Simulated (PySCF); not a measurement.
Estimate the missing entries of this data sheet.

Species: CH8B2SSi.
SMILES: `BCBS[SiH3]`

Conformer (atom-mapped SMILES and torsion angles): `[BH2:1][CH2:2][BH:3][S:4][SiH3:5]`: B1–C2–B3–S4 101°, C2–B3–S4–Si5 2°.

```json
{"property": "point group", "level": "PBE0-D3(BJ)/def2-SVP", "value": "C1"}
{"property": "rotational constants A, B, C", "level": "PBE0-D3(BJ)/def2-SVP", "value": "4.409, 1.967, 1.529 GHz"}
{"property": "dipole moment", "level": "CAM-B3LYP/def2-SVPD", "value": "1.49 D"}
{"property": "HOMO energy", "level": "CAM-B3LYP/def2-SVPD", "value": "-9.31 eV"}
{"property": "LUMO energy", "level": "CAM-B3LYP/def2-SVPD", "value": "-0.95 eV"}
{"property": "lowest singlet excitation", "level": "TDDFT CAM-B3LYP/def2-SVPD", "value": "5.33 eV (233 nm, f = 0.080)"}
{"property": "lowest triplet excitation (Tamm–Dancoff)", "level": "TDA CAM-B3LYP/def2-SVPD", "value": "?"}
{"property": "static isotropic polarisability", "level": "CAM-B3LYP/def2-SVPD", "value": "?"}
{"property": "vertical ionisation energy", "level": "ΔSCF CAM-B3LYP/def2-SVPD", "value": "10.07 eV"}
{"property": "vertical electron affinity", "level": "ΔSCF CAM-B3LYP/def2-SVPD", "value": "0.32 eV"}
{"property": "electronic spatial extent ⟨r²⟩ about the centre of nuclear charge", "level": "CAM-B3LYP/def2-SVPD", "value": "830 bohr²"}
{"property": "13C chemical shifts (computed TMS as zero) by class", "level": "GIAO CAM-B3LYP/pcSseg-2", "value": "55.5 (1 C) ppm"}
{"property": "1H chemical shifts (computed TMS as zero) by class", "level": "GIAO CAM-B3LYP/pcSseg-2", "value": "7.57 (2 H), 7.11 (1 H), 4.74 (3 H), 3.60 (2 H) ppm"}
{"property": "isotropic shieldings of nuclei other than C and H, by class", "level": "GIAO CAM-B3LYP/pcSseg-2", "value": "?"}
```

Electronic properties: PySCF, gas phase, density fitting. Isolated species at its PBE0-D3(BJ)/def2-SVP geometry (one conformer only). NMR classes are plain means over equivalent atoms (diastereotopic ones count apart unless rotation or inversion swaps them), as if these changed places fast; in this geometry the members of some classes differ.

What is the static isotropic polarisability?

89.6 au.

The lowest triplet excitation (Tamm–Dancoff)?

4.53 eV.

What are the isotropic shieldings of nuclei other than C and H, by class?

8 (1 B), 21 (1 B), 390 (1 Si), 501 (1 S) ppm.

The principal polarisabilities are 74.1, 87.5 and 107.2 au; their mean is the isotropic value. With B = h/(8π²I), that is 505.379 GHz u Å² over I, the principal moments of inertia are 114.6, 257.0 and 330.4 u Å² (most abundant isotopes); the inertial defect Ic − Ia − Ib is -41.2 u Å² (zero for a rigid planar frame, negative otherwise). The vertical singlet–triplet gap S1 − T1 is 0.80 eV (TDDFT singlet less Tamm–Dancoff triplet; S1: HOMO→LUMO, weight 0.48, beside HOMO−1→LUMO, weight 0.35; T1: HOMO→LUMO, weight 0.82). In wavenumbers S1 is 43000 cm⁻¹ (1 eV = 8065.54 cm⁻¹). The dipole equals about 5.0 × 10⁻³⁰ C·m (1 D = 3.33564 × 10⁻³⁰ C·m).

For the TDDFT job (CAM-B3LYP/def2-SVPD), time: 99 s of wall time; peak memory 0.97 GiB. Hardware: one thread of an Arm Neoverse V2 (shared host).
